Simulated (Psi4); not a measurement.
CdSe, singlet, at a GFN2-xTB geometry (such geometries of metal compounds can be far from the true shape) (core potentials on Cd); B3LYP5/def2-SVPD (Psi4).

Psi4 was given this input:
```
memory 2 GB

molecule mol {
0 1
  Cd   -0.000000   -0.000000   -0.959416
  Se    0.000000    0.000000    1.354470
}

set basis def2-svpd
set reference rks
set scf_type pk
set puream true
set d_convergence 1e-8
set dft_radial_points 99
set dft_spherical_points 590

energy('b3lyp5')
print_variables()
```

The log (banner, timings and long lists left out):

```
   => Loading Basis Set <=

    Name: DEF2-SVPD
    Role: ORBITAL
    Keyword: BASIS

    !!!  WARNING: ECP capability is in beta. Please check occupations closely.  !!!

         ---------------------------------------------------------
                                   SCF
               by Justin Turney, Rob Parrish, Andy Simmonett
                          and Daniel G. A. Smith
                              RKS Reference
         ---------------------------------------------------------

  ==> Geometry <==

    Molecular point group: c2v
    Full point group: C_inf_v

    Geometry (in Angstrom), charge = 0, multiplicity = 1:

       Center              X                  Y                   Z               Mass
    ------------   -----------------  -----------------  -----------------  -----------------
         CD           0.000000000000     0.000000000000    -0.954069904430   113.903365090000
         SE           0.000000000000     0.000000000000     1.359816095570    79.916521800000

  Running in c2v symmetry.

  Rotational constants: A = ************  B =      0.06704  C =      0.06704 [cm^-1]
  Rotational constants: A = ************  B =   2009.82614  C =   2009.82614 [MHz]
  Nuclear repulsion =  155.513496886017748

  Charge       = 0
  Multiplicity = 1
  Electrons    = 54
  Nalpha       = 27
  Nbeta        = 27

  ==> Algorithm <==

  SCF Algorithm Type is PK.
  DIIS enabled.
  MOM disabled.
  Fractional occupation disabled.
  Guess Type is SAD.
  Energy threshold   = 1.00e-06
  Density threshold  = 1.00e-08
  Integral threshold = 1.00e-12

  ==> Primary Basis <==

  Basis Set: DEF2-SVPD
    Blend: DEF2-SVPD
    Number of shells: 27
    Number of basis functions: 75
    Number of Cartesian functions: 84
    Spherical Harmonics?: true
    Max angular momentum: 3

  Core potential: DEF2-SVPD
    Number of shells: 4
    Number of ECP primitives: 14
    Number of ECP core electrons: 28
    Max angular momentum: 3

  ==> DFT Potential <==

   => LibXC <=

    Version 7.1.2
    S. Lehtola, C. Steigemann, M. J. T. Oliveira, and M. A. L. Marques,  SoftwareX 7, 1–5 (2018) (10.1016/j.softx.2017.11.002)

   => Composite Functional: B3LYP5 <=

    B3LYP5 Hyb-GGA Exchange-Correlation Functional

    P. J. Stephens, F. J. Devlin, C. F. Chabalowski, and M. J. Frisch,  J. Phys. Chem. 98, 11623 (1994) (10.1021/j100096a001)

    Deriv               =              1
    GGA                 =           TRUE
    Meta                =          FALSE

    Exchange Hybrid     =           TRUE
    MP2 Hybrid          =          FALSE

   => Exchange Functionals <=

    0.0800   Slater exchange
    0.7200         Becke 88

   => Exact (HF) Exchange <=

    0.2000               HF

   => Correlation Functionals <=

    0.1900   Vosko, Wilk & Nusair (VWN5)
    0.8100   Lee, Yang & Parr

   => LibXC Density Thresholds  <==

    XC_HYB_GGA_XC_B3LYP5:  1.00E-15

   => Molecular Quadrature <=

    Radial Scheme          =       TREUTLER
    Pruning Scheme         =           NONE
    Nuclear Scheme         =       TREUTLER

    Blocking Scheme        =         OCTREE
    BS radius alpha        =              1
    Pruning alpha          =              1
    Radial Points          =             99
    Spherical Points       =            590
    Total Points           =         110025
    Total Blocks           =            968
    Max Points             =            256
    Max Functions          =             74
    Weights Tolerance      =       1.00E-15

  ==> Integral Setup <==

  Using in-core PK algorithm.
   Calculation information:
      Number of atoms:                   2
      Number of AO shells:              27
      Number of primitives:             53
      Number of atomic orbitals:        84
      Number of basis functions:        75

      Integral cutoff                 1.00e-12
      Number of threads:                 1

  Performing in-core PK
  Using 8125350 doubles for integral storage.
[...]

  ==> DiskJK: Disk-Based J/K Matrices <==

    J tasked:                  Yes
    K tasked:                  Yes
    wK tasked:                  No
    Schwarz Cutoff:          1E-12

  Minimum eigenvalue in the overlap matrix is 3.7099008923E-03.
  Reciprocal condition number of the overlap matrix is 8.2701458575E-04.
    Using symmetric orthogonalization.

  ==> Pre-Iterations <==

  SCF Guess: Superposition of Atomic Densities via on-the-fly atomic UHF (no occupation information).

   -------------------------
    Irrep   Nso     Nmo
   -------------------------
     A1        34      34
     A2         7       7
     B1        17      17
     B2        17      17
   -------------------------
    Total      75      75
   -------------------------

  ==> Iterations <==

                        Total Energy        Delta E     RMS |[F,P]|

   @RKS iter SAD: -2565.73441692797769   -2.56573e+03   0.00000e+00
   @RKS iter   1: -2567.70555743677187   -1.97114e+00   4.93392e-02 DIIS/ADIIS
   @RKS iter   2: -2563.02053113915053    4.68503e+00   7.91413e-02 DIIS/ADIIS
   @RKS iter   3: -2568.71343911657004   -5.69291e+00   1.98926e-02 DIIS/ADIIS
   @RKS iter   4: -2568.48497199372468    2.28467e-01   1.59960e-02 DIIS/ADIIS
   @RKS iter   5: -2568.84171181581269   -3.56740e-01   2.93447e-03 DIIS/ADIIS
   @RKS iter   6: -2568.85107256108540   -9.36075e-03   5.61513e-04 DIIS/ADIIS
   @RKS iter   7: -2568.85147363869373   -4.01078e-04   2.39374e-04 DIIS/ADIIS
   @RKS iter   8: -2568.85156874089535   -9.51022e-05   2.53609e-05 DIIS
   @RKS iter   9: -2568.85156930953917   -5.68644e-07   2.96843e-06 DIIS
   @RKS iter  10: -2568.85156931647134   -6.93217e-09   1.24042e-06 DIIS
   @RKS iter  11: -2568.85156931869415   -2.22281e-09   3.64376e-07 DIIS
   @RKS iter  12: -2568.85156931888196   -1.87811e-10   4.63332e-08 DIIS
   @RKS iter  13: -2568.85156931888469   -2.72848e-12   4.66119e-09 DIIS
  Energy and wave function converged.

  ==> Post-Iterations <==

   Electrons on quadrature grid:
      Ntotal   =   53.9999999345 ; deviation = -6.553e-08

    Orbital Energies [Eh]
    ---------------------

    Doubly Occupied:

[...]
    Virtual:

[...]
    Final Occupation by Irrep:
             A1    A2    B1    B2
    DOCC [    13,    2,    6,    6 ]
    NA   [    13,    2,    6,    6 ]
    NB   [    13,    2,    6,    6 ]

  @RKS Final Energy: -2568.85156931888469

   => Energetics <=

    Nuclear Repulsion Energy =            155.5134968860177480
    One-Electron Energy =               -3950.9053700382678471
    Two-Electron Energy =                1309.0140661388586523
    DFT Exchange-Correlation Energy =     -82.4737623054934659
    Empirical Dispersion Energy =           0.0000000000000000
    VV10 Nonlocal Energy =                  0.0000000000000000
    Total Energy =                      -2568.8515693188846853

Computation Completed

Properties will be evaluated at   0.000000,   0.000000,   0.000000 [a0]

Properties computed using the SCF density matrix

 Multipole Moments:

 ------------------------------------------------------------------------------------
     Multipole            Electronic (a.u.)      Nuclear  (a.u.)        Total (a.u.)
 ------------------------------------------------------------------------------------

 L = 1.  Multiply by 2.5417464519 to convert [e a0] to [Debye]
 Dipole X            :          0.0000000            0.0000000            0.0000000
 Dipole Y            :          0.0000000            0.0000000            0.0000000
 Dipole Z            :        -53.4306537           51.3105036           -2.1201501
 Magnitude           :                                                    2.1201501

 ------------------------------------------------------------------------------------

  Variable Map:
  ----------------------------------------------------------------------------
[...]
  Array Variable Map:
  ----------------------------------------------------------------------------
[...]
[...]
```
